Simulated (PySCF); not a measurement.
**Core binding energy against partial charge**

Compound: n-PeOEt, C7H16O.
Atom-mapped SMILES: `[CH3:1][CH2:2][CH2:3][CH2:4][CH2:5][O:6][CH2:7][CH3:8]`

Structure used (PBE0-D3(BJ)/def2-SVP), in Å, numbered top down from 1:
```xyz
24
C7H16O angstrom
C     -3.3006    1.1028    0.1325
C     -2.4429    0.0288   -0.5175
C     -0.9597    0.3701   -0.5343
C     -0.0960   -0.6970   -1.1905
C      1.3829   -0.3772   -1.1583
O      1.8057   -0.3250    0.1759
C      3.1667   -0.0509    0.3631
C      3.5269    1.4129    0.1775
H     -2.9974    1.2752    1.1778
H     -4.3665    0.8281    0.1356
H     -3.2065    2.0641   -0.3982
H     -2.5859   -0.9304    0.0110
H     -2.7891   -0.1468   -1.5520
H     -0.6004    0.5275    0.4964
H     -0.8105    1.3323   -1.0584
H     -0.2525   -1.6655   -0.6847
H     -0.3995   -0.8381   -2.2424
H      1.9568   -1.1506   -1.7105
H      1.5651    0.5871   -1.6759
H      3.3989   -0.3605    1.3947
H      3.7810   -0.6849   -0.3095
H      2.9072    2.0426    0.8337
H      3.3768    1.7496   -0.8594
H      4.5841    1.5838    0.4321
```

Binding energies: delta-SCF UKS SCAN, pcX-2 on the ionised atom, pcseg-1 elsewhere, spin-free X2C in PySCF 2.14.0. Charges: PBE0/pcSseg-1 ground-state density, for the ionised atom.

```
atom                 environment  C 1s (eV)  Mulliken (e)  IAO (e)  Hirshfeld (e)  ESP (e)
  C3            chain CH2 carbon     290.14        -0.259   -0.246         -0.069   +0.122
  C2            chain CH2 carbon     290.33        -0.275   -0.240         -0.064   +0.136
  C4            chain CH2 carbon     290.33        -0.238   -0.247         -0.071   -0.323
  C1               methyl carbon     290.39        -0.268   -0.406         -0.115   -0.395
  C8               methyl carbon     290.59        -0.324   -0.429         -0.124   -0.304
  C5  sp3 carbon bound to oxygen     291.77        +0.070   -0.037         +0.004   +0.194
  C7  sp3 carbon bound to oxygen     291.96        +0.022   -0.040         +0.006   +0.272
```

Question: Give the correlation coefficient and slope of binding energy on charge for each scheme.

Answer: Mulliken: r = 0.94, slope 4.4 eV per e; Hirshfeld: r = 0.81, slope 11.8 eV per e; IAO: r = 0.78, slope 3.7 eV per e; ESP: r = 0.57, slope 1.5 eV per e. Mulliken charges have the highest r, on only 7 points.

Question: The point-charge model writes a binding energy as kq + V + constant, with V the potential of the other atoms' charges at the site. What does it give with the Mulliken charges?

Answer: V = Σ 14.40 eV Å × q/r over all other atoms: +0.93 eV at C3, +1.38 eV at C2, +1.58 eV at C4, +2.79 eV at C1, +4.23 eV at C8, -2.69 eV at C5, -2.07 eV at C7. Fitting binding energy − V to q gives k = 19.3 eV per e and leaves an rms residual of 0.60 eV, against 0.25 eV for the fit on q alone. The model has no term for differences in relaxation between sites.

The structure is a single PBE0-D3(BJ)/def2-SVP conformer in the gas phase; no vibrational or solvent corrections.
